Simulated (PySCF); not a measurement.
Which orbitals make which state

InCl2(nPr), C3H7Cl2In.
SMILES: `CC[CH2][In]([Cl])[Cl]`

Computed with TDDFT wB97X-D/def2-SVPD, vertical, gas phase, core orbitals frozen in the response, def2 core potentials past Kr (PySCF). Isolated species at its PBE0-D3(BJ)/def2-SVP geometry (one conformer only). Spin–orbit coupling is left out. Note that the optimisation stopped short of convergence; the values belong to its last geometry.

Orbital energies (eV): HOMO-3 -11.10, HOMO-2 -10.74, HOMO-1 -10.56, HOMO -10.06, LUMO -0.26, LUMO+1 -0.01, LUMO+2 1.63.

Computed singlets:

| state | E (eV) | f |
| --- | --- | --- |
| S1 | 5.58 | 0.0063 |
| S2 | 5.84 | 0.275 |
| S3 | 5.87 | 0.030 |
| S4 | 5.97 | 0.0000 |
| S5 | 6.09 | 0.0000 |
| S6 | 6.34 | 0.041 |
| S7 | 6.43 | 0.012 |
| S8 | 6.60 | 0.072 |
| S9 | 6.75 | 0.0085 |
| S10 | 6.95 | 0.252 |

Task: Which orbital pair leads each of S1, S2, S3, S4, S5 and S7, and how does its energy difference Δε compare with the excitation energy?

Result: 

```tsv
state	leading configuration	weight	Δε (eV)	E (eV)	E − Δε (eV)	f	other configurations
S1	HOMO→LUMO+1	0.98	10.04	5.58	-4.46	0.0063	–
S2	HOMO→LUMO	0.82	9.80	5.84	-3.96	0.275	H-4→L (11%)
S3	HOMO-1→LUMO	0.89	10.30	5.87	-4.43	0.030	–
S4	HOMO-2→LUMO	0.94	10.48	5.97	-4.51	0.0000	–
S5	HOMO-1→LUMO+1	0.98	10.55	6.09	-4.46	0.0000	–
S7	HOMO-2→LUMO+1	0.82	10.73	6.43	-4.29	0.012	H-5→L (12%)
```

E − Δε runs from -4.51 to -3.96 eV. By orbital difference alone the order would be S2, S1, S3, S4, S5, S7.

H and L stand for HOMO and LUMO. The other states: S6 6.34 eV, f 0.041, H-3→L (92%); S8 6.60 eV, f 0.072, H-4→L (65%), H-3→L+1 (22%); S9 6.75 eV, f 0.0085, H-4→L+1 (96%); S10 6.95 eV, f 0.252, H-3→L+1 (70%), H-4→L (14%), H→L (8%).

Task: Which computed triplets share their leading configuration (75% or more) with a singlet, and how far apart are the partners?

Result: 

```csv
configuration,triplet,E(T) (eV),singlet,E(S) (eV),E(S) − E(T) (eV)
HOMO→LUMO,T1,4.74,S2,5.84,+1.10
HOMO→LUMO+1,T2,5.32,S1,5.58,+0.26
HOMO-1→LUMO,T3,5.49,S3,5.87,+0.38
HOMO-2→LUMO,T4,5.69,S4,5.97,+0.28
```

The 4 triplets are Tamm–Dancoff values, the singlets full response.

Summed over the main configurations (up to three a state, each over 8%) of all 10 singlets, the electron leaves HOMO with weight 1.88, HOMO-1 with weight 1.88, HOMO-4 with weight 1.87 and HOMO-3 with weight 1.85.

The vertical ionisation energy (ΔSCF) is 10.21 eV, 3.27 eV above S10.
